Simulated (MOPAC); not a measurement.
Input for MOPAC: PM3 on GaAs, 2S+1 = 3, a spin state set in the input, which need not be the lowest, a point of a bond scan (R = 2.549 Å).

```
PM3 1SCF PRECISE CHARGE=0 UHF MS=1 THREADS=1
AsGa

Ga     0.00000000 1     0.00000000 1     0.00000000 1
As     0.00000000 1     0.00000000 1     2.54850900 1
```

It printed:

```
*******************************************************************************
 **                                                                           **
 **                              MOPAC v23.2.5                                **
 **                                                                           **
 *******************************************************************************
 ** MOPAC's Digital Object Identifier: https://doi.org/10.5281/zenodo.6511958 **
 **                                                                           **
 ** Please cite the open-source release paper for use of this MOPAC version:  **
 ** J. E. Moussa and J. J. P. Stewart (2026)                                  **
 ** MOPAC: An open-source semiempirical molecular orbital program             **
 ** J. Open Source Softw., 11(119), 8025, https://doi.org/10.21105/joss.08025 **
 *******************************************************************************

                              PM3 CALCULATION RESULTS

 *******************************************************************************
 *  PM3        - The PM3 Hamiltonian to be used
 *  UHF        - UNRESTRICTED HARTREE-FOCK CALCULATION
 *
 *
 *
 *                 CHARGE ON SYSTEM = 0
 *
 *
 *
 *  MS=        - IN MECI, MAGNETIC COMPONENT OF SPIN =  1.0
 *  PRECISE    - TIGHTER CRITERIA TO BE USED
 *  1SCF       - DO 1 SCF AND THEN STOP
 *  THREADS=1  - MULTI-THREADING NOT USED
 *  T=         - A TIME OF 172800.0 SECONDS REQUESTED
 *  DUMP=N     - RESTART FILE WRITTEN EVERY 7200.0 SECONDS REQUESTED
 *******************************************************************************
PM3 1SCF PRECISE CHARGE=0 UHF MS=1 THREADS=1
 AsGa

   ATOM   CHEMICAL          X               Y               Z
  NUMBER   SYMBOL      (ANGSTROMS)     (ANGSTROMS)     (ANGSTROMS)

     1      Ga          0.00000000  *   0.00000000  *   0.00000000  *
     2      As          0.00000000  *   0.00000000  *   2.54850900  *



          CARTESIAN COORDINATES

    NO.       ATOM           X           Y           Z

     1        Ga          0.0000      0.0000      0.0000
     2        As          0.0000      0.0000      2.5485

 Ga: (PM3): J. J. P. STEWART, J. COMP. CHEM. 12, 320-341 (1991).
 As: (PM3): J. J. P. STEWART, J. COMP. CHEM. 12, 320-341 (1991).

           Empirical Formula: Ga As  =     2 atoms



      MOLECULAR POINT GROUP   :   C*v


          UHF CALCULATION, NO. OF ALPHA ELECTRONS =    5
                           NO. OF BETA  ELECTRONS =    3

 -------------------------------------------------------------------------------
 PM3 1SCF PRECISE CHARGE=0 UHF MS=1 THREADS=1
 AsGa



     1SCF WAS SPECIFIED, SO BFGS WAS NOT USED
     SCF FIELD WAS ACHIEVED


                              PM3 CALCULATION
                                                       MOPAC v23.2.5 Linux




          FINAL HEAT OF FORMATION =         88.14764 KCAL/MOL =     368.80974 KJ/MOL


          COSMO AREA              =         95.45 SQUARE ANGSTROMS
          COSMO VOLUME            =         80.54 CUBIC ANGSTROMS

          IONIZATION POTENTIAL    =          7.921241 EV
          ALPHA SOMO LUMO (EV)    =         -7.921 -1.575
          BETA  SOMO LUMO (EV)    =         -7.950 -2.082
          NO. OF ALPHA ELECTRONS  =          5
          NO. OF BETA  ELECTRONS  =          3
          MOLECULAR WEIGHT        =        144.6566         POINT GROUP:  C*v

          MOLECULAR DIMENSIONS (Angstroms)

            Atom       Atom       Distance
           As     2   Ga     1     2.54851
           As     2   Ga     1     0.00000
           Ga     1   As     2     0.00000


          SCF CALCULATIONS        =          1





   ATOM   CHEMICAL          X               Y               Z
  NUMBER   SYMBOL      (ANGSTROMS)     (ANGSTROMS)     (ANGSTROMS)

     1      Ga          0.00000000  *   0.00000000  *   0.00000000  *
     2      As          0.00000000  *   0.00000000  *   2.54850900  *

                             CARTESIAN COORDINATES

   1   Ga        0.000000000     0.000000000     0.000000000
   2   As        0.000000000     0.000000000     2.548509000


           Empirical Formula: Ga As  =     2 atoms



      MOLECULAR POINT GROUP   :   C*v


          ALPHA EIGENVALUES
 -19.60918 -15.57242  -8.18620  -8.10307  -7.92124  -1.57544  -1.53177  -1.17650


           BETA EIGENVALUES
 -16.94968 -14.05375  -7.95025  -2.08222  -1.48798  -1.45802   0.12588   0.28326


              NET ATOMIC CHARGES AND DIPOLE CONTRIBUTIONS

  ATOM NO.   TYPE          CHARGE      No. of ELECS.   s-Pop       p-Pop
    1         Ga           0.442602        2.5574     1.94891     0.60849
    2         As          -0.442602        5.4426     1.93119     3.51141
 DIPOLE           X         Y         Z       TOTAL
 POINT-CHG.     0.000     0.000    -5.418     5.418
 HYBRID        -0.000    -0.000     0.502     0.502
 SUM           -0.000    -0.000    -4.916     4.916


          ATOMIC ORBITAL ELECTRON POPULATIONS

     Atom    s        px        py        pz
    1 Ga   1.94891   0.29230   0.13164   0.18454
    2 As   1.93119   1.70770   0.86836   0.93536


                    (SZ)    =    1.000000
                    (S**2)  =    2.013720


          ATOMIC ORBITAL SPIN POPULATIONS

    Atom   Total    s     px     py     pz
         Atomic
    1 Ga  0.2234  0.011 -0.019  0.132  0.100
    2 As  1.7766  0.019  0.019  0.868  0.871

 **********************
 *                    *
 * JOB ENDED NORMALLY *
 *                    *
 **********************




 == MOPAC DONE ==
```

The run finished.

Cost: around 0.020 core-seconds (rough).
